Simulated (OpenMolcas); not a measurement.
**P3+: effect of the active space**

| Item | Value |
| --- | --- |
| Program | OpenMolcas |
| Method | SS-CASPT2 or its RAS form, IPEA 0.25 Eh, imaginary shift 0.1 Eh |
| Basis | ANO-RCC-VTZP |
| Scalar Hamiltonian | DKH2, point nucleus |
| Spin-orbit coupling | RASSI with atomic mean-field integrals over the reference wave functions, term energies averaged over their components |

A. 2 electrons in 4 orbitals (3s 3p); 2S+1 = 3 even, 3 roots; 2S+1 = 1 even, 7 roots; 2S+1 = 3 odd, 3 roots; 2S+1 = 1 odd, 3 roots; closed shells correlated: 2s 2p; CASPT2 step of the order of 2.1 core-seconds
B. 2 electrons in 8 orbitals (3s 3p 4s 4p); 2S+1 = 3 even, 3 roots; 2S+1 = 1 even, 7 roots; 2S+1 = 3 odd, 3 roots; 2S+1 = 1 odd, 3 roots; closed shells correlated: 2s 2p; CASPT2 step of the order of 4 core-seconds
C. 2 electrons in 9 orbitals (RAS2 3s 3p; RAS3 3d, at most 2 electrons); 2S+1 = 3 even, 3 roots; 2S+1 = 1 even, 7 roots; 2S+1 = 3 odd, 3 roots; 2S+1 = 1 odd, 3 roots; closed shells correlated: 2s 2p; CASPT2 step roughly 6 core-seconds

Energies in cm-1 above 3s2 1S0, the measured ground level; measured values from Martin, Zalubas and Musgrove, J. Phys. Chem. Ref. Data 14, 751 (1985).

```json
{"Level": "3s2 1S0", "A": "0.0", "B": "0.0", "C": "0.0", "Measured": "0.0"}
{"Level": "3s 3p 3P* 0", "A": "67228", "B": "67301", "C": "67039", "Measured": "67918"}
{"Level": "3s 3p 3P* 1", "A": "67428", "B": "67500", "C": "67238", "Measured": "68146"}
{"Level": "3s 3p 3P* 2", "A": "67833", "B": "67905", "C": "67641", "Measured": "68615"}
{"Level": "3s 3p 1P* 1", "A": "108309", "B": "108029", "C": "106154", "Measured": ""}
{"Level": "3p2 3P0", "A": "165168", "B": "165127", "C": "164692", "Measured": "164941"}
{"Level": "3p2 3P1", "A": "165373", "B": "165332", "C": "164896", "Measured": "165185"}
{"Level": "3p2 3P2 [71 %]", "A": "165701", "B": "165900", "C": "165293", "Measured": "165654"}
{"Level": "3p2 1D2 [71 %]", "A": "166931", "B": "165294", "C": "157674", "Measured": "158142"}
```

Deviations, from unrounded energies. A percentage is the sum of absolute deviations over the sum of measured energies, with the sign that they share, or ± where signs differ.

```json
{"Against measurement": "mean absolute deviation (cm-1)", "Levels": "7", "A": "1600", "B": "1400", "C": "590"}
{"Against measurement": "other configurations (%)", "Levels": "7", "A": "±1.3", "B": "±1.1", "C": "-0.5"}
```

C lies closest to measurement on these levels and A furthest from it. The largest miss of C in the table is 3s 3p 3P* 2, by -970 cm-1. The ranking rests on the paired levels alone, and a cruder setting can come out closer through cancelling errors.

Among A to C the level of the table that moves most is 3p2 1D2 [71 %], by 9300 cm-1 (lowest in C, highest in A).

Over all roots computed the reference weight is 0.92 to 1.00 in A, 0.90 to 1.00 in B; the roots of lowest weight are the least certain, and an intruder state may touch them. Some levels mix across a computed gap that differs much from the measured one, so their mixing is not that of the real levels (holds for A; B). The ¹D term of p² mixes with s d, which this space lacks (holds for A; B). Active for correlation alone: 4p 4s; no level in the range computed is led by a configuration that fills them, so any true level of that kind is missing (holds for B). Active for correlation alone: 3d; no level in the range computed is led by a configuration that fills it, so any true level of that kind is missing (holds for C). Some terms mix strongly with configurations of 3d, whose occupation reaches 0.27 (3p2 1D) (holds for C). Measured partners are found by configuration, term and J. A level has none where our copy of the source lacks it or the pairing is in doubt (some pairs that miss far off the trend of their configuration count as doubtful), and it then counts in no deviation. Levels of configurations outside the active space are missing. The table leaves out levels that lie high or whose names do not pair safely across all columns.

A share in square brackets marks a mixed level and gives the weight of the term that names it, the lowest over the columns. * marks odd parity.
